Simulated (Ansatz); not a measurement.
`F[Si](F)(F)[SiH3]`, relaxed with RKS PBE0-D4/def2-TZVP in the Gaussian-basis code of Ansatz from a PBE-D4/def2-SVP geometry. The force threshold is 0.005 eV/Å; the program also tests the step.

Charge 0, multiplicity 1.

Start:

```xyz
8

F     0.335    2.257    0.204
Si    0.639    0.709    0.589
F     0.392    0.557    2.186
F     2.221    0.454    0.325
Si   -0.690   -0.765   -0.635
H    -2.133   -0.471   -0.343
H    -0.409   -0.570   -2.097
H    -0.356   -2.170   -0.228
```

(1) How much energy does the relaxation release, and in how many steps? (Estimate.)

(2) Which bonds change most? (Best estimate.)

(3) Give the relaxed structure. (Best estimate.)

Answers

(1) Ansatz gave: 0.10 eV, in 4 steps.

(2) Computed: Si2–F3 from 1.624 to 1.582 Å; F1–Si2 from 1.624 to 1.582 Å; Si2–F4 from 1.624 to 1.582 Å; Si5–H8 from 1.501 to 1.484 Å.

(3) The calculation gave: 
```xyz
8

F     0.345    2.217    0.216
Si    0.640    0.709    0.589
F     0.401    0.563    2.146
F     2.181    0.463    0.334
Si   -0.688   -0.762   -0.634
H    -2.114   -0.471   -0.343
H    -0.409   -0.568   -2.078
H    -0.356   -2.151   -0.230
```
